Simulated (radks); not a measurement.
Species: Nb2+. Configuration: [Kr] 4d3 (the NIST ground configuration). Method: scalar-relativistic Kohn-Sham, PBEsol, spin-polarised, spherical densities, point nucleus; open shells are filled with parallel spins first (spin-orbit coupling, left out, can overturn this in heavy ions); computed with a radial shooting solver on a logarithmic mesh with Libxc functionals.

Radial electron density D(r) = 4 pi r^2 rho(r):

```
   r/bohr * D(r) (the largest magnitude, 63.6, reaches the edge; | marks zero)
 0.005445 |           *
 0.007147 |                *
 0.009382 |                       *
  0.01231 |                              *
  0.01616 |                                      *
  0.02122 |                                           *
  0.02785 |                                           *
  0.03655 |                                        *
  0.04798 |                                     *
  0.06298 |                                       *
  0.08266 |                                               *
   0.1094 |                                                      *
   0.1436 |                                                 *
   0.1884 |                                    *
   0.2473 |                                 *
   0.3246 |                                        *
   0.4261 |                                    *
   0.5593 |                     *
   0.7342 |          *
   0.9637 |        *
    1.265 |       *
     1.66 |    *
    2.179 | *
     2.86 |*
    3.755 *
    4.928 *
    6.469 *
```

D(r) has 4 maxima, at r = 0.0253, 0.112, 0.355, 1.02 bohr, and minima at 0.0511, 0.226, 0.911 bohr, inside which lie 2.04, 11.05, 29.49 electrons.
